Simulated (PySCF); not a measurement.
N⁺ (nitrogen, charge +1) across methods

[He] 2s2 2p2, high-spin 3P determinant. Computed with PySCF 2.14 in aug-cc-pVDZ, with no relativity, point nucleus.

| method | E (hartree) | mean ε 2s α (eV) | mean ε 2s β (eV) | mean ε 2p α (eV) | Σ⟨r²⟩ (bohr²) | ⟨S²⟩ |
| --- | --- | --- | --- | --- | --- | --- |
| LDA | -53.5687 | -33.469 | -30.064 | -22.028 | 7.967 | 2.002 |
| TPSSh | -54.0613 | -35.324 | -30.990 | -23.194 | 7.868 | 2.003 |
| BHandHLYP | -54.0493 | -39.049 | -33.647 | -26.394 | 7.863 | 2.003 |
| M06-L | -54.0457 | -34.557 | -30.482 | -22.535 | 7.832 | 2.004 |
| UHF | -53.88126 | -44.201 | -35.616 | -30.352 | 7.868 | 2.007 |
| PBE | -53.9803 | -33.651 | -30.165 | -22.058 | 7.923 | 2.002 |
| PBE0 | -53.9931 | -36.461 | -31.910 | -24.265 | 7.889 | 2.003 |
| LC-wPBE | -54.0098 | -39.378 | -35.165 | -27.311 | 7.902 | 2.002 |

(1) Estimate the same row for r2SCAN.

## Answers

(1) E (hartree) = -54.0254; mean ε 2s α (eV) = -34.768; mean ε 2s β (eV) = -30.342; mean ε 2p α (eV) = -22.820; Σ⟨r²⟩ (bohr²) = 7.874; ⟨S²⟩ = 2.004.
